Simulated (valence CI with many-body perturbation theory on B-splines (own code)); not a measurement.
**E1 transitions of Zr II**

Calculated by relativistic CI+MBPT: three valence electrons over a frozen Dirac-Fock core [Kr], radial functions for each j: 7 s, 7 p, 8 d, 6 f, 4 g, 1 h, with the one-electron correlation potential Σ1, the two-electron term Σ2, the three-electron term Σ3, Breit, model QED; selected CI, second order for the rest, scaled by the run's own slope (own B-spline code, finite nucleus).

Against 29 measured levels this calculation errs by 246 cm⁻¹ on average and by 602 at most. These come from a selection out of the NIST Handbook of Basic Atomic Spectroscopic Data. Levels without a partner in it may be off by more, other configurations by 1,000 to 4,000 cm⁻¹.

Lines 251 to 300 of 524 in falling wavelength, among levels below 9.495 eV, chosen from the strongest by gf and those to the six lowest levels. Wavelengths and rates use the calculated energies, so an error of 200 cm⁻¹ moves a line at 3224 Å by 0.64 % and its rate by three times that or more. Electric multipoles are in the length gauge, E1 and E2 with the static RPA response of the core. Weak lines are less certain than strong ones. Lines between different terms over intervals too small for the method are left out, as are lines whose strength nearly cancels. Where a level lies close to another of its J and parity, the split of strength between their lines is uncertain. The highest levels of a list are the least certain.

Names give the largest LS component (configuration and term), which can be under half, so a name can repeat, a term be missing and a line seem to break the LS rules; names also repeat where a configuration has a term twice. Letters in brackets count levels of one name in rising energy.

```csv
λ vac (Å),Upper,Lower,A (s⁻¹),log gf,Branch %
3224,4d2.5p 2D°_5/2 [b],4d3 4F_5/2,1.16e+06,-1.96,1.1
3223,4d2.6s 2F_7/2,4d2.5p 2F°_7/2 [a],7.86e+07,-0.01,26.6
3211,4d2.6s 2F_5/2,4d2.5p 2F°_5/2 [a],6.58e+07,-0.21,22.2
3208,4d2.5d 2G_9/2 [a],4d2.5p 2G°_9/2 [a],6.33e+07,-0.01,16.4
3203,4d2.5d 2D_3/2 [c],4d2.5p 2F°_5/2 [d],5.71e+07,-0.45,18.5
3200,4d2.5d 2G_7/2 [a],4d2.5p 2G°_7/2 [a],5.20e+07,-0.19,13.5
3198,4d2.5p 2P°_3/2 [a],4d2.5s 2D_5/2,1.85e+08,0.05,62.1
3193,4d2.5p 4D°_7/2 [a],4d2.5s 4F_9/2,6.38e+07,-0.11,37.8
3190,4d2.5d 2F_7/2 [c],4d2.5p 2D°_5/2 [c],1.21e+08,0.17,35.0
3188,4d2.5p 4D°_3/2 [c],4d2.5s 4P_1/2,6.31e+07,-0.42,14.0
3186,4d2.6s 4F_3/2,4d2.5p 4G°_5/2,9.78e+07,-0.23,31.3
3184,4d2.5d 2F_5/2 [c],4d2.5p 2D°_3/2 [c],1.41e+08,0.11,41.3
3178,4d2.5d 4D_3/2 [a],4d2.5p 4D°_3/2 [a],8.05e+07,-0.31,21.1
3175,4d2.5p 2F°_5/2 [c],4d2.5s 2F_5/2,3.78e+07,-0.46,13.9
3171,4d2.5d 4D_5/2 [a],4d2.5p 4D°_5/2 [a],8.01e+07,-0.14,21.2
3170,4d2.5d 2D_5/2 [c],4d2.5p 2F°_7/2 [c],5.55e+07,-0.30,16.7
3165,4d2.5p 4D°_5/2 [b],4d2.5s 4P_3/2,9.99e+07,-0.05,22.6
3164,4d2.5p 4D°_5/2 [a],4d2.5s 4F_7/2,5.15e+07,-0.33,32.2
3155,4d2.5p 4D°_3/2 [a],4d2.5s 4F_5/2,5.38e+07,-0.49,33.3
3153,4d2.5p 4D°_1/2 [a],4d2.5s 4F_3/2,7.49e+07,-0.65,46.1
3152,4d2.5d 2G_7/2 [c],4d2.5p 2F°_5/2 [d],4.29e+07,-0.29,11.3
3149,4d2.5d 4D_3/2 [a],4d2.5p 4D°_1/2 [a],5.99e+07,-0.45,15.7
3147,4d2.5d 2H_9/2 [a],4d2.5p 2G°_7/2 [a],3.09e+08,0.66,91.3
3141,4d2.5p 2P°_1/2 [a],4d2.5s 2D_3/2,1.67e+08,-0.31,60.1
3139,4d2.6s 2D_5/2,4d2.5p 2D°_5/2 [b],3.95e+07,-0.46,12.1
3138,4d2.5p 4D°_7/2 [b],4d2.5s 4P_5/2,1.41e+08,0.22,31.2
3137,4d2.5p 4D°_7/2 [a],4d2.5s 4F_7/2,1.24e+07,-0.83,7.4
3137,4d2.5d 4D_7/2,4d2.5p 4D°_7/2 [a],1.31e+08,0.19,34.5
3135,4d2.5d 4D_5/2 [a],4d2.5p 4D°_3/2 [a],5.00e+07,-0.35,13.2
3131,4d2.5d 2G_7/2 [d],4d2.5p 2F°_5/2 [d],3.99e+07,-0.33,10.3
3128,4d2.5d 2H_11/2 [a],4d2.5p 2G°_9/2 [a],3.12e+08,0.74,91.1
3125,4d2.5d 2G_9/2 [b],4d.5s.5p 4F°_7/2 [a],4.86e+07,-0.15,13.0
3125,4d2.5p 4D°_3/2 [a],4d2.5s 4F_3/2,1.70e+07,-1.00,10.5
3120,4d2.5p 4D°_5/2 [a],4d2.5s 4F_5/2,1.51e+07,-0.88,9.5
3111,4d2.5d 4D_7/2,4d2.5p 4D°_5/2 [a],3.11e+07,-0.44,8.2
3099,4d2.5d 4F_7/2 [c],4d2.5p 4D°_7/2 [b],3.10e+07,-0.45,8.1
3092,4d2.5d 2G_9/2 [c],4d2.5p 2F°_7/2 [c],7.11e+07,0.01,20.5
3091,4d2.5d 2S_1/2,4d2.5p 2P°_3/2 [a],2.13e+08,-0.21,52.4
3090,4d2.5p 4D°_5/2 [a],4d2.5s 4F_3/2,1.24e+06,-1.97,0.8
3084,4d2.5d 2F_7/2 [a],4d2.5p 4F°_9/2,3.33e+07,-0.42,8.7
3082,4d2.5d 4F_9/2 [b],4d2.5p 4D°_7/2 [b],1.02e+08,0.16,24.5
3078,4d2.5d 2G_9/2 [b],4d2.5p 2F°_7/2 [b],1.68e+08,0.38,45.0
3077,4d2.5d 4H_11/2,4d2.5p 4F°_9/2,1.24e+08,0.32,29.5
3076,4d2.5d 4F_7/2 [b],4d2.5p 4D°_5/2 [b],7.79e+07,-0.05,20.6
3072,4d2.5d 2G_9/2 [c],4d2.5p 2H°_11/2,4.07e+07,-0.24,11.8
3071,4d2.5d 2D_5/2 [c],4d2.5p 2P°_3/2 [b],1.05e+08,-0.05,31.6
3068,4d2.5d 4H_9/2,4d2.5p 4F°_7/2,1.08e+08,0.18,25.6
3061,4d2.5d 2G_7/2 [b],4d2.5p 2F°_5/2 [c],1.02e+08,0.06,26.9
3060,4d2.5p 2D°_3/2 [b],4d2.5s 4F_5/2,2.55e+06,-1.84,2.4
3057,4d2.5d 4F_5/2 [b],4d2.5p 4D°_3/2 [c],6.67e+07,-0.25,17.0
```

Q: How does gf follow from A for the line at 3120 Å?

A: gf = 1.4992 × (2J+1)_upper × A / σ², with σ = 32054 cm⁻¹ and 2J+1 = 6: gf = 0.132.
